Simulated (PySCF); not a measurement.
Compound: C7H10Cl2.
Atom-mapped SMILES: `[Cl:1][CH2:2][C:3]([Cl:4])=[C:5]1[CH2:6][CH2:7][CH2:8][CH2:9]1` (hydrogens: H10, H11 on C2; H12, H13 on C6; H14, H15 on C7; H16, H17 on C8; H18, H19 on C9)

The calculation used PBE0-D3(BJ)/def2-SVP geometry optimisation, gas phase (PySCF 2.14.0).

Problem. Give the optimised bond lengths and angles.

Solution. 
```csv
bond,length (Å),order
Cl1–C2,1.803,single
C2–C3,1.485,single
C3–Cl4,1.742,single
C3=C5,1.339,double
C5–C6,1.506,single
C6–C7,1.531,single
C7–C8,1.528,single
C8–C9,1.532,single
C5–C9,1.513,single
"C2–H10, C2–H11",1.097,single
"C6–H12, C6–H13",1.103,single
"C7–H14, C7–H15",1.102,single
"C8–H16, C8–H17",1.102,single
"C9–H18, C9–H19",1.103,single
```

Bonds in one row agree within 0.01 Å and their mean is given. Orders are formal, as drawn. A selection of angles:
```csv
angle,degrees
Cl1–C2–C3,112.2
Cl1–C2–H10,106.6
C3–C2–H10,110.8
H10–C2–H11,109.2
C2–C3–Cl4,114.7
C2–C3–C5,125.0
Cl4–C3–C5,120.3
C3–C5–C6,125.8
C3–C5–C9,124.8
C6–C5–C9,109.4
C5–C6–C7,104.3
C5–C6–H12,108.8
C5–C6–H13,112.2
C7–C6–H12,110.9
C7–C6–H13,114.5
H12–C6–H13,106.1
C6–C7–C8,103.5
C6–C7–H14,113.1
C6–C7–H15,109.8
C8–C7–H14,113.5
C8–C7–H15,109.7
H14–C7–H15,107.2
C7–C8–C9,103.5
C7–C8–H16,109.7
C7–C8–H17,113.7
C9–C8–H16,109.5
C9–C8–H17,113.0
H16–C8–H17,107.3
C8–C9–H18,113.5
C8–C9–H19,110.1
C5–C9–C8,103.7
C5–C9–H18,112.5
C5–C9–H19,109.8
H18–C9–H19,107.2
```

Dihedral angles: Cl1–C2–C3–Cl4 -83° (synclinal); C2–C3–C5–C6 -178° (antiperiplanar); C3–C5–C6–C7 -171° (antiperiplanar); C5–C6–C7–C8 -31° (synclinal); C6–C7–C8–C9 40° (synclinal); C7–C8–C9–C5 -33° (synclinal); C3–C5–C9–C8 -164° (antiperiplanar). The mirror-image conformer, all signs reversed, is as good.

The 5-membered ring C5–C6–C7–C8–C9 has internal angles of 103.5° to 109.4°; it is puckered, 0.17 Å rms from its mean plane, widest ring torsion 40°. The 2 C–Cl bonds span 1.742 Å (C3–Cl4, drawn single) to 1.803 Å (Cl1–C2, drawn single), a spread of 0.061 Å. The C–C distances run from 1.339 Å (C3=C5, drawn double) to 1.532 Å (C8–C9, drawn single), a spread of 0.193 Å. Of the pairs four or more bonds apart, C9···H10 is among the closest relative to their van der Waals radii: 2.69 Å, 93 % of the sum of Bondi's values.

Point group: C1 (no symmetry element, even within 0.4 Å). No PBE0-D3(BJ)/def2-SVP frequencies stand behind this structure, so it isn't proved a minimum. The numbers are those of one conformer.

The run took 2.5 min of wall time on Arm Neoverse V2, one thread, no GPU (shared host). These figures are those of the optimisation.
